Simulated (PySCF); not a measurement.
Start geometry of `[BH3-][PH+]1C=C1` from GFN2-xTB (Å):
```
atom  x, y, z in Å
B1    -1.701   -0.079    0.368
P2     0.114   -0.574   -0.136
C3     1.333    0.554   -0.874
C4     1.636    0.278    0.378
H5    -2.367   -0.327   -0.584
H6    -1.965   -0.748    1.312
H7    -1.586    1.083    0.601
H8     0.600   -1.837   -0.539
H9     1.625    1.146   -1.714
H10    2.321    0.508    1.165
```

Question: What comes out of this run: PBE0-D3(BJ)/def2-SVP geometry optimisation, gas phase in PySCF 2.14.0?

Answer: 
```
atom  x, y, z in Å
B1    -1.687    0.005    0.342
P2     0.093   -0.494   -0.135
C3     1.394    0.497   -0.862
C4     1.648    0.213    0.397
H5    -2.332   -0.283   -0.656
H6    -1.926   -0.721    1.297
H7    -1.625    1.196    0.597
H8     0.341   -1.850   -0.490
H9     1.756    1.054   -1.727
H10    2.350    0.391    1.212
```

The energy falls by 12.0 kJ/mol over 6 energy and gradient evaluations, the largest force component goes from 0.0238 to 3.2e-04 Eh/bohr, and the atoms move by 0.088 Å rms after alignment. The bond that changes most is B1–P2 (ends: four-coordinate boron; phosphorus bonded to B, 2 C and H), which shortens by 0.038 Å. Bonds longer at the end by more than 0.005 Å: 6 of 10; shorter: 3. Among the angles that change most is B1–P2–H8, from 128.5° to 118.2°. Rotational constants go from 15125, 4069, 4041 to 15971, 4131, 4038 MHz. The orientation of the end geometry is arbitrary; only internal coordinates are fixed.

The run used 90 basis functions and 38 SCF cycles in all. Hardware: an Arm Neoverse V1 with one thread, shared host with 32 logical CPUs at a one-minute load of 20. Cost: 11 s wall, 0.42 GiB resident at most.

No PBE0-D3(BJ)/def2-SVP frequencies stand behind this structure, so it isn't proved a minimum.
